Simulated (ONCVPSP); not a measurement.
# Before and after: ONCV potential for Ag (Z = 47)

ONCVPSP 4.0.1 input, shortened (lines: element, Z, core and valence counts, functional; n l f; lmax; l rc ep ncon nbas qcut; lloc lpopt rc5 dvloc0; l nproj debl; icmod fcfact rcfact), PBE, scalar-relativistic:

```
  Ag 47.00    6    3        4      upf
    1    0    2.00
    2    0    2.00
    2    1    6.00
    3    0    2.00
    3    1    6.00
    3    2   10.00
    4    0    2.00
    4    1    6.00
    4    2    8.00
    2
    0    1.55    0.00    4    7    9.80
    1    1.20    0.00    4    9   13.20
    2    1.50    0.00    4    9    9.70
    4    3    0.75    0.00
    0    2    3.20
    1    2    1.80
    2    2    3.20
    0    0.00    0.00
```

In the s channel the program set the typed energies aside and used -4.914, 0.050 Ha. In the p channel the program set the typed energies aside and used -3.559, 0.250 Ha.

Change: all radii scaled by about 0.79 (s 1.22, p 0.94, d 1.18 bohr); local potential polynomial inside 0.58 bohr (lpopt 3, dvloc0 0 Ha). In the s channel the program set the typed energies aside and used -4.914, 0.250 Ha. In the p channel the program set the typed energies aside and used -3.559, 0.250 Ha.

Cutoffs: the cutoffs (Ha) at which the residual kinetic energy of the hardest occupied pseudo-wave falls to 1 and 0.1 mHa per electron; they do not see the model core or the augmentation charge, which bear on the density cutoff. Errors are all-electron minus pseudo energies relative to the spin-unpolarised reference configuration.

**Question.** Predict the effect on cutoff, ghosts and configuration errors.

**Answer.** The potential gets neither clearly harder nor softer (53 Ha and 63 Ha → 54 Ha and 64 Ha); a bound ghost appears in s, which as a rule spoils a file; of the 4 tests that both files solve, the error grows in 0 and shrinks in 3 by more than 15 % and 0.3 meV (median size 9.6 → 6.9 meV). Less of the atom is replaced, so other configurations are described better.

```csv
quantity,base,changed
"cutoff, loose",53 Ha,54 Ha
"cutoff, tight",63 Ha,64 Ha
loose cutoff by channel,"s 30 Ha, p 53 Ha, d 33 Ha","s 38 Ha, p 54 Ha, d 35 Ha"
bound ghosts,none,s
GHOST(+) flags under 300 eV,s at 118.3 eV,none
"error for 4s2 4p6 4d10 5s1, meV [ΔE -66.06 eV]",+11,+7.5
"error for 4s2 4p6 4d10, meV [ΔE -58.31 eV]",+8.7,+6.2
"error for 4s2 4p6 4d9, meV [ΔE -36.19 eV]",+5.7,+4.5
"error for 4s2 4p5 4d10 5s1, meV [ΔE -0.82 eV]",-31,-32
```

 A true bound ghost makes a file unfit for plane-wave use even where its test errors are small: the radial tests pick states by their node count and pass the ghost by.
